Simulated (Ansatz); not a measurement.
`FC[SiH2][SiH2]F` + `CC[SiH3]` → `F[SiH2]CC[SiH3]` + `FC[SiH3]`  (formal exchange of groups at the Si–Si bond)

Isolated molecules relaxed with PBE0-D4/def2-TZVP in Ansatz; ΔE leaves out vibrations. CBS: MP2 limit from def2 TZ/QZ plus the TZ coupled-cluster correction, frozen cores. DFT in def2-TZVPP. B3LYP here is the variant with VWN-RPA as its local correlation; programs differ in this. HSE06 is defined as in plane-wave codes. One conformer a species, not always the lowest.

`FC[SiH2][SiH2]F`:

Z-matrix (Å, degrees):
```
C
Si 1 1.901
F 1 1.391 2 109.9
H 1 1.095 2 111.5 3 -119.9
H 1 1.095 2 111.0 3 119.7
Si 2 2.344 1 110.1 3 -54.8
H 2 1.489 1 109.9 3 65.7
H 2 1.490 1 107.8 3 -175.7
F 6 1.608 2 108.5 1 -56.4
H 6 1.487 2 111.5 1 -174.9
H 6 1.485 2 112.0 1 62.6
```

`CC[SiH3]`:

Cartesian coordinates in Å:
```
C -0.183 -1.408 0.047
C -0.469 0.008 0.537
Si 0.483 1.327 -0.398
H -0.752 -2.152 0.611
H 0.876 -1.659 0.148
H -0.445 -1.525 -1.008
H -0.225 0.102 1.601
H -1.538 0.235 0.452
H 0.140 1.285 -1.847
H 1.949 1.101 -0.264
H 0.165 2.686 0.121
```

`F[SiH2]CC[SiH3]`:

Cartesian coordinates in Å:
```
F -2.161 -0.800 1.355
Si -0.588 -1.103 1.461
C 0.353 0.434 0.987
C -0.027 1.069 -0.357
Si 0.409 0.071 -1.890
H -0.294 -1.479 2.867
H -0.300 -2.249 0.563
H 1.420 0.175 1.008
H 0.210 1.156 1.800
H -1.101 1.281 -0.387
H 0.470 2.039 -0.463
H 1.846 -0.321 -1.847
H 0.172 0.894 -3.106
H -0.407 -1.168 -1.992
```

`FC[SiH3]`:

Cartesian coordinates in Å:
```
F -1.467 0.289 1.229
C -0.965 0.107 -0.055
Si 0.917 -0.107 -0.005
H -1.248 0.976 -0.659
H -1.452 -0.773 -0.490
H 1.391 -0.297 -1.403
H 1.272 -1.298 0.807
H 1.551 1.103 0.576
```

```csv
level,ΔE (kcal/mol),difference from CCSD(T)/CBS
revPBE-D4,1.6,2.6
PBE0-D4,1.2,2.2
HSE06-D4,1.3,2.3
BHLYP-D4,-1.0,0.0
CAM-B3LYP-D4,-1.0,0.0
ωB97X-V,-0.4,0.6
ωB97M-V,-2.0,-1.0
PBE0,1.7,2.7
B3LYP,0.8,1.8
HSE06,1.7,2.7
CAM-B3LYP,-0.4,0.6
LC-ωPBE,0.4,1.4
CCSD/def2-SVP,-1.0,0.0
CCSD(T)/def2-SVP,-1.0,0.0
MP2/def2-QZVPP,-2.4,-1.4
HF/CBS(def2),-1.1,-0.1
CCSD(T)/CBS,-1.0,0
```

Problem. What do rigid-rotor, harmonic-oscillator terms from PBE0-D4/def2-TZVP frequencies (298.15 K, 1 bar) make of the CCSD(T)/CBS value? (Best estimate.)

Solution. Ansatz gave: ΔZPE = -1.4 kcal/mol, ΔH = -2.6 kcal/mol, ΔS = -8 J/(mol·K), ΔG = -2.1 kcal/mol. Modes under 50 cm⁻¹ make the entropy rough.

Largest T1 diagnostic among the species: 0.012.

From BLYP to BHLYP (50 % exact exchange), in def2-TZVPP and without D4, ΔE moves by −2.1 kcal/mol. Leaving LDA and LC-ωPBE aside and taking each functional with its dispersion term where it has one, the values, not all of them listed here, spread over 4.0 kcal/mol, from ωB97M-V to PBE-D4. LDA lies −2.0 kcal/mol from PBE without D4. The D4 term adds −1.0 kcal/mol with B3LYP and −0.5 kcal/mol with PBE0; it sums over pairs of atoms, weighted by their polarisabilities, and B3LYP, whose exchange is more repulsive, gets the larger term.
